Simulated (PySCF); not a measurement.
**J couplings in `InChI=1S/2CH3.Ga.H/h2*1H3;;`**

Geometry:
```csv
atom,x (Å),y (Å),z (Å)
C1,1.650,0.285,-0.177
Ga2,0.045,-0.743,0.327
C3,-1.667,0.175,0.659
H4,2.580,-0.200,0.154
H5,1.621,1.314,0.212
H6,1.695,0.355,-1.279
H7,0.134,-2.314,0.466
H8,-2.536,-0.483,0.516
H9,-1.783,1.066,0.023
H10,-1.688,0.523,1.707
```

Calculated values (PySCF 2.14 with density-fitted X2C routines): indirect couplings, PBE0/pcJ-1 (dyall-v2z on Ga), no solvent, Gaussian nuclear model, structure from PBE0-D3(BJ)/def2-SVP.

Non-relativistic values:
```tsv
coupling	atoms	J (Hz)
1J(69Ga,13C)	Ga2 – C1/C3	165.5
1J(69Ga,1H)	Ga2 – H7	627.5
2J(69Ga,1H)	Ga2 – H4/H5/H6/H8/H9/H10	-19.1
```

Q: What do two-component X2C with spin–orbit coupling give?

A: 
| coupling | atoms | with spin–orbit (Hz) |
| --- | --- | --- |
| 1J(69Ga,13C) | Ga2 – C1/C3 | 174.7 |
| 1J(69Ga,1H) | Ga2 – H7 | 692.1 |
| 2J(69Ga,1H) | Ga2 – H4/H5/H6/H8/H9/H10 | -20.0 |

The largest listed coupling, 1J(69Ga,1H), ends at 1.10 times its non-relativistic value. Equivalent partners are averaged, as under fast rotation. Couplings to strongly quadrupolar nuclei (69Ga) are seldom resolved in solution.
